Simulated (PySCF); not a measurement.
Steps of a relaxation of [Lu(NH2)2]+

[Lu(NH2)2]+ (singlet in the valence; each metal's 4f electrons, 14 of them, lie in its core potential, out of spins and levels). PySCF 2.14.0, RKS PBE0, Lu lcecp-1-SVP with ECP60, N def2-SVP, H def2-SVP; non-relativistic Hamiltonian with scalar-relativistic core potentials where named; density fitting; no spin-orbit coupling. Origin of the start: displaced along the imaginary mode. Columns: position (Å) and force (eV/Å). Energies are counted from the last step; some of the 24 steps are shown. Forces carry noise of the integration grid, about 0.01 to 0.03 eV/Å.

Run from Python with OMP_NUM_THREADS=2. Where DIIS fails, smearing, a level shift and second-order steps follow.
It took 68 s on 2 threads of Arm Neoverse V2, on a shared host, from the converged density of the start.

```xyz
7
step 0  E = 0.481 eV
Lu    0.0000    0.0000   -0.1782     0.00    0.00   -0.07
N     1.7302    0.0056    0.9160     0.74    0.08    0.87
H     2.0044   -0.7816    1.5601    -0.24    1.08   -0.60
H     2.3200    0.8375    1.1764    -0.54   -1.11   -0.24
N    -1.7302   -0.0056    0.9160    -0.74   -0.08    0.87
H    -2.0044    0.7816    1.5601     0.24   -1.08   -0.60
H    -2.3200   -0.8375    1.1764     0.54    1.11   -0.24
```

```xyz
7
step 8  E = 0.092 eV
Lu    0.0000    0.0000   -0.2519     0.00    0.00    0.00
N     1.6235    0.0814    0.9606     0.01   -0.20    0.50
H     1.6637   -0.3442    1.9052    -0.04    0.37   -0.53
H     2.5019    0.5849    0.8235     0.06   -0.10    0.03
N    -1.6235   -0.0814    0.9606    -0.01    0.20    0.50
H    -1.6637    0.3442    1.9052     0.04   -0.37   -0.53
H    -2.5019   -0.5849    0.8235    -0.06    0.10    0.03
```

```xyz
7
step 15  E = 0.010 eV
Lu    0.0000    0.0000   -0.2782     0.00    0.00   -0.01
N     1.5972    0.1589    0.9566     0.04   -0.10    0.12
H     1.5103   -0.0116    1.9644     0.03    0.08   -0.12
H     2.5850    0.3566    0.7814    -0.06    0.00    0.00
N    -1.5972   -0.1589    0.9566    -0.04    0.10    0.12
H    -1.5103    0.0116    1.9644    -0.03   -0.08   -0.12
H    -2.5850   -0.3566    0.7814     0.06    0.00    0.00
```

Q: Where does the relaxation end?

A: It converges at step 23 in C2v:
```xyz
7
step 23  E = 0
Lu    0.0000    0.0000   -0.2595
N     1.6067    0.1627    0.9632
H     1.5336    0.1701    1.9828
H     2.6011    0.2528    0.7471
N    -1.6067   -0.1627    0.9632
H    -1.5336   -0.1701    1.9828
H    -2.6011   -0.2528    0.7471
```

Q: How did the contacts change?

A: 
| contact | start (Å) | end (Å) |
| --- | --- | --- |
| Lu1–N2 (NH2) | 2.047 | 2.026 |
| Lu1–N5 (NH2) | 2.047 | 2.026 |


An lcecp potential fixes the number of 4f electrons, so in runs with it no electron can move into or out of that shell.
